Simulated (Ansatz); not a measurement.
Gas-phase electronic energies from Ansatz, PBE0-D4/def2-TZVP geometries. CCSD(T)/CBS adds triple-zeta CCSD(T) − MP2 to the extrapolated MP2 energy (def2 sets, frozen cores). DFT in def2-TZVPP. B3LYP here is the variant with VWN-RPA as its local correlation; programs differ in this. For Ge outer-core shells are correlated without core-valence functions, which leaves a few kJ/mol of doubt a bond. Scalar relativity is left out up to krypton. Each species was taken in one conformer, which may not be the lowest.

`[Cl][GeH]([Cl])[Cl]` + `CC(F)(F)CCl` → `Cl[CH2][GeH]([Cl])[Cl]` + `CC(F)(F)Cl`  (formal exchange of groups at a Ge–Cl bond)

(1) Is it downhill or uphill in electronic energy at CCSD(T)/CBS, and by how much? (An estimate is asked.)

(2) What do these levels give: PBE0-D4, B3LYP-D4, ωB97X-V, ωB97M-V, PBE, r2SCAN, B3LYP, CCSD/def2-TZVPP, SCS-MP2/def2-QZVPP, HF/CBS(def2), MP2/CBS(def2), CCSD/CBS(def2)? (Best estimate.)

Largest T1 diagnostic among the species: 0.011.

Results:

(1) Ansatz gave: Uphill: ΔE = +116.1 kJ/mol.

(2) Computed: PBE0-D4 114.7, B3LYP-D4 115.6, ωB97X-V 118.1, ωB97M-V 117.3, PBE 108.2, r2SCAN 115.6, B3LYP 117.3, CCSD/def2-TZVPP 120.2, SCS-MP2/def2-QZVPP 118.1, HF/CBS(def2) 136.2, MP2/CBS(def2) 115.6, CCSD/CBS(def2) 119.1 kJ/mol.

In def2-TZVPP, CCSD(T) changes the Hartree–Fock value by −18.8 kJ/mol (the triples alone add −3.0 kJ/mol) and MP2 by −19.3 kJ/mol. From PBE to PBE0 (25 % exact exchange), in def2-TZVPP and without D4, ΔE moves by +7.5 kJ/mol.
